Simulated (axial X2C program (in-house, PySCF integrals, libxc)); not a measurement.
**Spin–orbit effects down a group: molecules with Sc, PBE0**

Calculated with an axial X2C code built on PySCF integrals, spin-free (one-electron X2C) or two-component (2c: spin–orbit coupling with atomic mean-field Coulomb and Gaunt terms, which also bring small scalar terms), in Dyall basis sets with cores contracted in-house; open shells are unrestricted.

Basis sets: Br dyall-cv3z, Cl dyall-av3z, F dyall-av3z, I dyall-cv3z, Sc dyall-cv3z.

```tsv
molecule	spin-free state	Re (Å)	ωe (cm⁻¹)	De (eV)	2c state	Re 2c (Å)	ωe 2c (cm⁻¹)	De 2c (eV)
ScF	M_S = 1, Λ = 2	1.839	661.2	6.07	Ω = 1	1.839	661.0	6.08
ScCl	?	?	?	?	?	?	?	?
ScBr	M_S = 1, Λ = 2	2.463	305.1	4.07	Ω = 1	2.464	304.7	3.98
ScI	M_S = 1, Λ = 2	2.694	252.2	3.41	Ω = 1	2.697	250.9	3.16
```

Question: Estimate the 2c Re and ωe of ScCl as the mean of its neighbours in the table.

Answer: Re ≈ 2.151 Å, ωe ≈ 482.9 cm⁻¹. The PBE0 runs give the row below, so the estimate misses by -0.159 Å and 80.9 cm⁻¹.

```csv
molecule,spin-free state,Re (Å),ωe (cm⁻¹),De (eV),2c state,Re 2c (Å),ωe 2c (cm⁻¹),De 2c (eV)
ScCl,"M_S = 1, Λ = 2",2.309,402.1,4.61,Ω = 1,2.310,402.0,4.61
```

Each entry is the lowest single determinant of a limited PBE0 search at one distance. De goes to single-determinant-based atoms at the same level (for ions the charge split of lowest energy) and is withheld (n/a) where an atom does not fit its ground term or J level. Main or longest-lived isotopes. One determinant is a doubtful description, or other states lie close, for ScF, ScCl, ScBr, ScI; these need not be ground states, and all values refer to the states named. With several unpaired electrons the Ω given is that of one determinant, not necessarily of the lowest component. Some light 2c atoms are not at their ground J level, so De misses part of their lowering (0.04 eV or less). The functionals have no current term, which raises determinants with orbital currents.
